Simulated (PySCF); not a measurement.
From one molecule to another.

First species: CH9ClO2Si3.
InChI=1S/CH9ClO2Si3/c1-3-7(2,6)4-5/h1,5-6H3/t7-/m1/s1

Second species: C4H9PSi.
Structure used (GFN2-xTB), in Å, numbered top down from 1:
```xyz
15
C4H9PSi angstrom
C      0.5828   -1.5757    0.7762
Si    -0.1002    0.0895    0.1505
C     -1.3171   -0.1850   -1.2899
C      1.3234    1.2376   -0.3845
C     -1.0189    0.9072    1.5413
P     -1.7904    1.5922    2.7130
H     -0.2178   -2.2301    1.1071
H      1.2583   -1.4335    1.6141
H      1.1309   -2.0948   -0.0048
H     -1.7324    0.7558   -1.6380
H     -0.8283   -0.6621   -2.1344
H     -2.1460   -0.8180   -0.9882
H      2.0094    1.4221    0.4366
H      0.9471    2.1990   -0.7206
H      1.8947    0.8039   -1.2003
```

Levels: B3LYP/def2-SVPD for dipole moment, HOMO energy, LUMO energy, HOMO–LUMO gap, static isotropic polarisability and electronic spatial extent ⟨r²⟩ about the centre of nuclear charge; TDDFT B3LYP/def2-SVPD for lowest singlet excitation; TDA B3LYP/def2-SVPD for lowest triplet excitation (Tamm–Dancoff); GFN2-xTB for rotational constant A and rotational constant C. Geometries: GFN2-xTB. Each structure is a single optimised conformer of the isolated species, non-relativistic unless stated; the electronic structure was computed with PySCF and density fitting.

Dipoles, sizes and rotational constants follow the conformer. The torsions of the flexible species, by atom-mapped SMILES:
- `[CH3:1][O:2][Si@:3]([SiH3:4])([Cl:5])[O:6][SiH3:7]`: C1–O2–Si3–Si4 67°, O2–Si3–O6–Si7 60°

Values for the first species:

| Quantity | Value |
| --- | --- |
| Dipole moment | 1.10 D |
| HOMO energy | -8.01 eV |
| LUMO energy | -0.33 eV |
| HOMO–LUMO gap | 7.68 eV |
| Lowest singlet excitation | 6.81 eV |
| Lowest triplet excitation (Tamm–Dancoff) | 6.15 eV |
| Static isotropic polarisability | 111.7 au |
| Electronic spatial extent ⟨r²⟩ about the centre of nuclear charge | 1839 bohr² |
| Rotational constant A | 1.245 GHz |
| Rotational constant C | 0.756 GHz |

(1) Estimate the same properties for the second species, and the change in each.

Answers

(1) 
```csv
property,first,second,second less first
dipole moment,1.10 D,1.05 D,-0.05 D
HOMO energy,-8.01 eV,-7.39 eV,+0.62 eV
LUMO energy,-0.33 eV,-1.62 eV,-1.29 eV
HOMO–LUMO gap,7.68 eV,5.77 eV,-1.91 eV
lowest singlet excitation,6.81 eV,4.18 eV,-2.63 eV
lowest triplet excitation (Tamm–Dancoff),6.15 eV,3.20 eV,-2.95 eV
static isotropic polarisability,111.7 au,101.3 au,-10.4 au
electronic spatial extent ⟨r²⟩ about the centre of nuclear charge,1839 bohr²,1136 bohr²,-703 bohr²
rotational constant A,1.245 GHz,3.044 GHz,+1.799 GHz
rotational constant C,0.756 GHz,1.198 GHz,+0.442 GHz
```

On the first: S1 lies 0.87 eV below the HOMO–LUMO gap; its leading configuration is HOMO→LUMO, weight 0.89. The vertical singlet–triplet gap S1 − T1 is 0.66 eV (TDDFT singlet less Tamm–Dancoff triplet; S1: HOMO→LUMO, weight 0.89; T1: HOMO→LUMO, weight 0.61). GFN2-xTB frequencies show an imaginary mode (26i cm⁻¹), so this geometry is no minimum at that level.

On the second: Point group C3v permits a dipole; with 1.05 D the species has a pure rotational spectrum. The polarisability is 15.02 Å³ as a volume (1 au = 0.148185 Å³), or 1.63 au for each of the 62 electrons.
